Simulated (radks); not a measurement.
Q: The tantalum ion Ta21+, 52 electrons, occupied as [Kr] 4d10 4f6. All-electron calculation, non-relativistic Kohn-Sham, TPSS, spin-polarised, spherical densities, point nucleus; open shells are filled with parallel spins first (spin-orbit coupling, left out, can overturn this in heavy ions); meta-GGA in the generalised Kohn-Sham scheme; relativity is left out, which matters for an element this heavy. Program: a radial shooting solver on a logarithmic mesh with Libxc functionals. Some entries of the table are withheld. Estimate them.

orbital  occ.  eigenvalue (eV)  r(max) (bohr)
1s down     1        -62590.75        0.01377
1s up       1        -62590.73        0.01377
2s up       1        -10744.84        0.07502
2s down     1        -10744.72        0.07501
2p up       3        -10312.81        0.05828
2p down     3        -10312.74        0.05828
3s up       1        -2899.940         0.2062
3s down     1        -2894.247         0.2060
3p up       3        -2701.225         0.1945
3p down     3        -2695.953         0.1943
3d up       5        -2332.007         0.1538
3d down     5        -2328.020         0.1537
4s up       1        -1011.208         0.4568
4s down     1        -1002.778         0.4569
4p up       3        -927.0607         0.4564
4p down     3        -918.5264         0.4565
4d up       5              (1)         0.4486
4d down     5              (2)         0.4489
4f up       6        -576.5733         0.3958
4f down     0        -566.8970         0.3974

A: 
(1) 4d up eigenvalue (eV): -774.5148
(2) 4d down eigenvalue (eV): -765.6984
